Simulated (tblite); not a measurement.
Species: C4H11ClSSi.
Structure used (GFN2-xTB), in Å, numbered top down from 1:
```xyz
18
C4H11ClSSi angstrom
C     -3.0839    0.4865    0.3315
C     -2.4772   -0.8536   -0.0285
S     -0.9641   -1.2237    0.9333
Si     0.4508    0.1640    0.1037
Cl     0.1670    0.3370   -1.8955
C      2.1812   -0.5127    0.4755
C      3.2873    0.4239    0.0036
H     -4.0359    0.6073   -0.1819
H     -3.2544    0.5485    1.4036
H     -2.4252    1.3001    0.0355
H     -3.1587   -1.6677    0.2130
H     -2.2181   -0.9060   -1.0845
H      0.2317    1.4881    0.6821
H      2.3108   -1.4879    0.0011
H      2.2810   -0.6785    1.5483
H      4.2671    0.0048    0.2238
H      3.2209    0.5877   -1.0694
H      3.2112    1.3888    0.4988
```

Level: GFN2-xTB in tblite, geometry and Hessian alike; calculated harmonic values, unscaled, isolated species. The method is semi-empirical: single wavenumbers can be off by several per cent or more. Modes of hydrogen on silicon can be 10 to 20 % off. One conformer, not necessarily the lowest.

Harmonic wavenumbers (cm⁻¹): 33.7, 45.2, 66.3, 99.5, 124.8, 173.3, 184.7, 235.1, 248.9, 287.8, 325.7, 453.0, 538.0, 632.9, 655.5, 676.6, 728.8, 740.0, 791.9, 982.5, 1017.4, 1023.0, 1034.9, 1078.7, 1083.8, 1226.9, 1231.5, 1257.6, 1288.5, 1404.6, 1421.8, 1450.2, 1469.9, 1486.3, 1493.3, 1509.6, 1512.5, 2248.3, 2967.5, 2995.0, 2995.5, 3007.7, 3025.2, 3025.3, 3034.8, 3035.9, 3041.4, 3044.5.

A = 2215, B = 896.7, C = 717.7 MHz; mass 154.004 u (most abundant isotopes); point group C1, symmetry number 1.

Question: What is the zero-point energy?

Answer: Half the sum of the wavenumbers: 31218 cm⁻¹ = 373.45 kJ/mol.

Question: What is S at 273.15 K and 1 bar for an ideal gas of classical rigid rotors and harmonic oscillators?

Answer: Translation 169.85, rotation 123.60, vibration 140.91: S = 434.4 J/(mol K).

Question: And Cp and H(273.15 K) − H(0)?

Answer: Cp = 155.32 J/(mol K), of which vibrations give 122.06 (their classical limit is 48 R = 399.1); H(273.15 K) − H(0) = 27.92 kJ/mol without the zero-point energy, 18.83 from vibrations.

Question: Which modes carry the vibrational entropy at 273.15 K?

Answer: 33.7 cm⁻¹: 22.70; 45.2 cm⁻¹: 20.27; 66.3 cm⁻¹: 17.10; 99.5 cm⁻¹: 13.78; 124.8 cm⁻¹: 11.95; 173.3 cm⁻¹: 9.36 J/(mol K); the other 42 give 45.75 together.

Question: What must be added to the electronic energy to get the Gibbs energy at 273.15 K and 1 bar?

Answer: ZPE + [H(273.15 K) − H(0)] − T·S = 373.45 + 27.92 − 118.65 = 282.72 kJ/mol.

Hindered rotation and anharmonicity are outside this model. Other conformers, if any are populated, would add a mixing term that is left out. The structure is chiral; the term R ln 2 for an equal mix with its mirror image is left out.

The run took 0.83 s wall on one thread, Arm Neoverse V1 (aarch64), no GPU, on a shared host. This covers the Hessian and the dipole derivatives.
